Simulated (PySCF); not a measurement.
**B⁺ (boron, charge +1) across methods**

[He] 2p2, high-spin 3P determinant (an excited configuration). All numbers are calculated (PySCF 2.14, scalar relativity by spin-free X2C-1e, in x2c-TZVPPall (5s3p2d1f, 31 functions)). The B2PLYP total includes its PT2 part (frozen core); its orbital energies are those of the SCF part.

| method | E (hartree) | mean ε 1s α (eV) | mean ε 1s β (eV) | mean ε 2p α (eV) | Σ⟨r²⟩ (bohr²) | ⟨S²⟩ |
| --- | --- | --- | --- | --- | --- | --- |
| r2SCAN | -23.9497 | -196.94 | -196.14 | -14.931 | 8.216 | 2.000 |
| PBE0 | -23.9246 | -201.18 | -200.30 | -15.852 | 8.284 | 2.000 |
| B2PLYP | -23.9220 | -209.53 | -208.72 | -16.900 | 8.312 | 2.000 |
| TPSSh | -23.9657 | -198.70 | -197.83 | -15.147 | 8.247 | 2.000 |
| LDA | -23.6765 | -191.78 | -190.91 | -14.566 | 8.301 | 2.000 |
| UHF | -23.84104 | -222.79 | -221.85 | -18.993 | 8.455 | 2.000 |
| M06-L | -23.9665 | -197.22 | -196.58 | -14.803 | 8.171 | 2.000 |
| PBE | -23.9306 | -193.74 | -192.88 | -14.666 | 8.273 | 2.000 |
| PW91 | -23.9536 | -194.01 | -193.14 | -14.728 | 8.249 | 2.000 |
